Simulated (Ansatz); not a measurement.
Reaction (ligand exchange at the Si–N bond): `O[SiH](O)N[SiH2]Cl` + `N[SiH3]` → `[SiH3]N[SiH2]Cl` + `N[SiH](O)O`

Computed with Ansatz on PBE0-D4/def2-TZVP structures; ΔE is electronic, products minus reactants. CCSD(T)/CBS is the MP2 limit (def2-TZVPP, def2-QZVPP) plus CCSD(T) − MP2 in def2-TZVPP, frozen cores. This one scheme is used for every species. Functionals use def2-TZVPP. One conformer a species, not always the lowest.

| level | ΔE (eV) |
| --- | --- |
| ωB97M-V | 0.02 |
| PBE0 | -0.01 |

(1) What does CCSD(T)/CBS give? (An estimate is asked.)

Largest T1 diagnostic among the species: 0.011.

## Answers

(1) The calculation gave: -0.01 eV. The listed levels differ from it by 0.03, 0.00 eV.

The D4 term adds +0.04 eV with B3LYP and +0.03 eV with PBE0; it sums over pairs of atoms, weighted by their polarisabilities, and B3LYP, whose exchange is more repulsive, gets the larger term.

B3LYP here is the variant with VWN-RPA as its local correlation; programs differ in this.
